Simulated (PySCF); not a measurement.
## Two-component Hartree-Fock for F (fluorine, neutral)

Start: [He] 2s2 2p5; 2p1/2 filled at m_j = -1/2, +1/2; 2p3/2 filled at m_j = -1/2, +1/2, +3/2. Calculated with PySCF 2.14 in x2c-QZVPPall-2c (7s4p3d2f1g, 57 functions): generalised Hartree-Fock with the X2C-1e Hamiltonian and a Gaussian nucleus; one run each with spin-orbit coupling (SO) switched off, then screened by Boettger's factors.

| spinor shell | electrons | ε, spin-free (eV) | ε, screened SO (eV) | weight of nominal j (screened SO) | rms radius, screened SO (bohr) |
| --- | --- | --- | --- | --- | --- |
| 1s1/2 | 2 | -718.59 | -718.58 | 1.000 | 0.204 |
| 2s1/2 | 2 | -42.900 | -42.897 | 1.000 | 1.10 |
| 2p1/2 | 2 | -19.899 | -19.860 | 0.662 | 1.24 |
| 2p3/2 | 3 | -19.899 | -19.927 | 0.774 | 1.24 |

```tsv
quantity	spin-free	screened SO
E (hartree)	-99.49908	-99.49976
M_J	3/2	3/2
⟨J²⟩	3.757	3.757
⟨L²⟩	2.003	2.003
⟨S²⟩	0.754	0.754
```

Each row is a mean over spinors that exchange with the open shell spreads, by up to 5.354 eV (2s1/2).

Rows whose weight is well below 1 are mixtures of j = l ± 1/2: exchange outweighs spin-orbit coupling there, and the label is only the starting occupation.

Without spin-orbit coupling the j labels of p, d and f shells carry no meaning; the spin-free column gives the mean over the occupied spinors of each nl shell.
